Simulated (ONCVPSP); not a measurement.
In (Z = 49): variants of one ONCV potential

Base potential:

- Element: In (Z = 49)
- Generator: ONCVPSP 4.0.1
- Type: optimised norm-conserving Vanderbilt (ONCV)
- Functional: PBE
- Relativity: fully relativistic
- Frozen core: [Kr] 4d10
- Valence charge: 3
- Reference configuration: 5s2 5p1
- Partial waves: 5s: rc 2.30 bohr, ncon 5, nbas 9, qcut 2.2 1/bohr, 2 projectors, debl 1 Ha; 5p: rc 2.80 bohr, ncon 5, nbas 9, qcut 2.5 1/bohr, 2 projectors, debl 4 Ha
- Local potential: polynomial inside 2.25 bohr (lpopt 2, dvloc0 1 Ha)
- Core correction: none

Open shells are filled in proportion to 2j + 1.

All-electron outer shells of the reference configuration (PBE, scalar-relativistic, ld1.x):

```tsv
shell	level (eV)	outermost node (bohr)	outermost maximum (bohr)
4p	-78.13	0.42	0.82
4d	-18.62	0.40	0.94
5s	-8.21	1.02	2.16
5p	-2.52	1.14	2.85
```

Cutoffs, loose and tight: the cutoffs (Ha) at which the residual kinetic energy of the hardest occupied pseudo-wave falls to 1 and 0.1 mHa per electron. They do not see the model core or the augmentation charge, which bear on the density cutoff. Test errors are all-electron minus pseudo excitation energies from the reference, over the configurations 5s2 5p0; 5s1 5p0; 5s2 5p0.5; 5s0 5p3. A dash means not determined; rows that change the core or the reference have their own tests.

```csv
change,outcome,"cutoff, loose","cutoff, tight",bound ghosts,GHOST(+) flags above zero,largest test error (meV)
base,generated,31 Ha,41 Ha,none,s,+111
s: qcut 2.1,generated,32 Ha,41 Ha,none,s,+112
s: qcut 2.5,generated,20 Ha,39 Ha,none,none,+109
s: qcut 2.9,generated,9.1 Ha,35 Ha,none,none,+113
```

Problem. What comes out with this change to the base: s: qcut 1.8?

Solution. outcome: generated; cutoff, loose: 34 Ha; cutoff, tight: 41 Ha; bound ghosts: none; GHOST(+) flags above zero: s; largest test error (meV): +114.

Problem. What comes out with this change to the base: s: qcut 3.2?

Solution. outcome: generated; cutoff, loose: 5.7 Ha; cutoff, tight: 29 Ha; bound ghosts: none; GHOST(+) flags above zero: s; largest test error (meV): +119.

Problem. What comes out with this change to the base: s: qcut 1.3?

Solution. outcome: generated; cutoff, loose: 34 Ha; cutoff, tight: 42 Ha; bound ghosts: none; GHOST(+) flags above zero: s; largest test error (meV): +114.

Reading the sweep of the qcut of the s channel (base included, trends over the rows without a ghost): The loose cutoff falls from 34 Ha at 1.3 to 5.7 Ha at 3.2 1/bohr. The median size of the test errors (rows with all tests solved) stays near 60.7 meV.
